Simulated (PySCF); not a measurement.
Gas-phase reaction: InCl3 + O ⇌ InCl2 + ClO

Method: PySCF energies (xtb for GFN2) plus ideal-gas RRHO corrections (1 bar). † marks an energy on the PBE0/def2-TZVP geometry and frequencies; other levels use their own. Open shells (unrestricted): O (multiplicity 3, electronic degeneracy 9), InCl2 (multiplicity 2), ClO (multiplicity 2, electronic degeneracy 4); the rest are closed-shell singlets. GFN2 has no spin-polarisation term. Spin-orbit splitting is ignored; it lowers the true energy and changes the entropy of O, ClO. B3LYP is the form with VWN-RPA correlation. In: scalar-relativistic def2 core potential, no spin-orbit coupling. InCl2: computed as isolated molecules; such fragments, hydroxides, amides, oligomers or adducts are transient or little studied in the gas. The harmonic model lacks anharmonicity and excited electronic states, which grow with temperature; levels with a mode under 35 cm⁻¹ are left out. Soft modes under 120 cm⁻¹ make the harmonic entropy rough for InCl3, InCl2.

```tsv
level	ΔE electronic, kJ	ΔH°(298 K), kJ	ΔS°(298 K), J/K	ΔG°(2500 K), kJ
B3LYP/def2-TZVP†	54	54	38	-10
BLYP/def2-TZVP†	8	8	38	-57
GFN2-xTB	-270	-271	37	-331
M06-2X/def2-TZVP†	91	91	38	27
PBE/def2-TZVP†	11	10	38	-54
PBE0/def2-TZVP	72	72	38	8
r2SCAN/def2-TZVP†	61	61	38	-3
LDA/def2-TZVP†	-30	-30	38	-95
ωB97M-V/def2-TZVP†	90	90	38	25
```
ΔH° is lowest at GFN2-xTB and highest at M06-2X/def2-TZVP†. No reference value is set beside these.
